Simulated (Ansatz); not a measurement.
`CC([SiH3])Br`, 11 atoms. Charge 0, multiplicity 1. Correlated methods include outer-core shells of Br, which these sets cover unevenly. Scalar relativity is left out up to krypton. All runs use 4 threads of an Intel Xeon Platinum 8488C on a shared host. Correlated methods freeze the cores.

Task: How many basis functions does each run have, and how long does it take in Ansatz? RKS PBE-D4/def2-TZVPP energy and forces; RHF-CCSD(T)/def2-TZVPP energy; RKS ωB97M-V/def2-QZVPP energy; RKS ωB97M-V/def2-SVP energy; RHF-CCSD(T)/def2-SVP energy; RHF-MP2/def2-QZVPP energy; RKS B3LYP-D4/def2-TZVPP energy and forces; RKS PBE0-D4/def2-TZVP relaxation (6 steps); RKS PBE0-D4/def2-SVP energy; direct RPA on PBE orbitals/def2-TZVPP energy; RKS B97M-V/def2-TZVPP energy; RKS PBE0-D4/def2-TZVPP energy. (Estimate.)

Result: Ansatz gave: Other jobs shared the machine, so times are rough.

```json
{"level": "RKS PBE0-D4/def2-SVP", "job": "energy", "functions": "113", "wall time": "1 s", "peak host memory (GiB)": "0.5"}
{"level": "RKS PBE-D4/def2-TZVPP", "job": "energy and forces", "functions": "250", "wall time": "2 s", "peak host memory (GiB)": "0.36"}
{"level": "RKS PBE0-D4/def2-TZVPP", "job": "energy", "functions": "250", "wall time": "2.7 s", "peak host memory (GiB)": "0.72"}
{"level": "RKS ωB97M-V/def2-SVP", "job": "energy", "functions": "113", "wall time": "3 s", "peak host memory (GiB)": "0.5"}
{"level": "direct RPA on PBE orbitals/def2-TZVPP", "job": "energy", "functions": "250", "wall time": "3.7 s", "peak host memory (GiB)": "0.63"}
{"level": "RKS B3LYP-D4/def2-TZVPP", "job": "energy and forces", "functions": "250", "wall time": "4.3 s", "peak host memory (GiB)": "0.79"}
{"level": "RKS B97M-V/def2-TZVPP", "job": "energy", "functions": "250", "wall time": "6.5 s", "peak host memory (GiB)": "0.44"}
{"level": "RHF-CCSD(T)/def2-SVP", "job": "energy", "functions": "113", "wall time": "6.5 s", "peak host memory (GiB)": "0.57"}
{"level": "RKS ωB97M-V/def2-QZVPP", "job": "energy", "functions": "483", "wall time": "15 s", "peak host memory (GiB)": "2.4"}
{"level": "RKS PBE0-D4/def2-TZVP", "job": "relaxation (6 steps)", "functions": "189", "wall time": "17 s", "peak host memory (GiB)": "0.55"}
{"level": "RHF-MP2/def2-QZVPP", "job": "energy", "functions": "483", "wall time": "22 s", "peak host memory (GiB)": "3.2"}
{"level": "RHF-CCSD(T)/def2-TZVPP", "job": "energy", "functions": "250", "wall time": "120 s", "peak host memory (GiB)": "5.3"}
```

B3LYP here is the variant with VWN-RPA as its local correlation; programs differ in this.
